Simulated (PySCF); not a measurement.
# input.py for SiBr⁺

File input.py (PySCF 2.14):

```python
from pyscf import gto, dft, tdscf

mol = gto.M(
    atom='Si 0 0 0; Br 0 0 2.33',
    basis='pcseg-1',
    charge=1,
    spin=0,
    verbose=3,
)
mf = dft.UKS(mol, xc='revtpss')
mf.grids.level = 2
mf.kernel()
td = tdscf.TDA(mf)
td.nstates = 6
td.kernel()
td.analyze()
mf.dip_moment()
print('orbital energies (hartree):', [e[max(0, n-3):n+3].round(4) for e, n in zip(mf.mo_energy, mol.nelec)])
```

```bash
$ OMP_NUM_THREADS=1 python input.py
```

Output:

```
converged SCF energy = -2862.2293103372  <S^2> = 1.758238e-11  2S+1 = 1
Excitation energies (eV)
[2.95688529 3.15519196 3.15519449 3.55427931 3.55429782 3.64854157]

** Excitation energies and oscillator strengths **
Excited State   1:      2.95689 eV    419.31 nm  f=0.0000
Excited State   2:      3.15519 eV    392.95 nm  f=0.0000
Excited State   3:      3.15519 eV    392.95 nm  f=0.0000
Excited State   4:      3.55428 eV    348.83 nm  f=0.0000
Excited State   5:      3.55430 eV    348.83 nm  f=0.0000
Excited State   6:      3.64854 eV    339.82 nm  f=0.0000

WARN: System has nonzero charge 1; the dipole moment is origin-dependent.
Location of origin: [0. 0. 0.]

Dipole moment(X, Y, Z, Debye):  0.00000, -0.00000,  2.19806
orbital energies (hartree): [array([-0.5417, -0.5247, -0.5247, -0.3941, -0.3941, -0.2868]), array([-0.5417, -0.5247, -0.5247, -0.3941, -0.3941, -0.2868])]
```

In short: E(SCF) = -2862.229310 Eh, first excitations without spin–orbit coupling 2.96, 3.16, 3.16, 3.55, 3.55 eV.

Hardware: Intel Xeon Platinum 8559C, 1 thread, shared host. Wall time 9.6 s.

The bond length is a typed value, not an optimised one. The dipole of an ion depends on the origin. No search for the lowest solution was made.
